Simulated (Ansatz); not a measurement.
A run for Ansatz (a first-principles code): R-wB97M-V/def2-TZVPPD on CH8Si (a complex), monomers drawn apart or pushed together. Files ending in .json are basis or fitting sets from the Basis Set Exchange.

Ansatz 0.2 input:
```yaml
crystal:
  periodic: [false, false, false]
  atoms:
    - {symbol: C, position_ang: [0.08907237, -0.04279987, -0.04091320]}
    - {symbol: H, position_ang: [-0.95281287, 0.05251676, 0.26175068]}
    - {symbol: H, position_ang: [0.50384399, -0.96267908, 0.36889348]}
    - {symbol: H, position_ang: [0.14996931, -0.07019624, -1.12800003]}
    - {symbol: H, position_ang: [0.65536519, 0.80919831, 0.33271602]}
    - {symbol: Si, position_ang: [-0.11477085, 0.05576981, 4.30697115]}
    - {symbol: H, position_ang: [0.41358272, -1.25534901, 3.86933696]}
    - {symbol: H, position_ang: [-1.46869936, 0.25683932, 3.74467177]}
    - {symbol: H, position_ang: [0.78245865, 1.13375837, 3.83519251]}
    - {symbol: H, position_ang: [-0.18673281, 0.08809842, 5.78572785]}
basis:
  gaussian:
    orbitals: def2-TZVPPD.json
hamiltonian:
  xc: {name: wB97M-V}
scf: {lower_state_search: off}
```

The head of its log:

```
WARN ansatz: RAYON_NUM_THREADS=1 ignored (pool sized by the plan → 1); use --threads N
Functional definition: wB97M-V
these checks for a lower state are left out or cut short: stability, starts, cluster_reference, orbital_swaps, neighbouring_geometries, increment
integrals: 0.13 GiB planned
956 factors; their error is unknown
integrals: 0.17 GiB planned
325 factors; integrals over basis functions are off by at most 1.8e-5 eV
mean field: 1.19 GiB planned
mean field evaluation 1: about -9040.9013 eV, gradient 3.4e1 eV
mean field evaluation 2: about -9042.2146 eV, gradient 2.3e1 eV
```

What total energy does the run end on?

-332.3402 hartree.
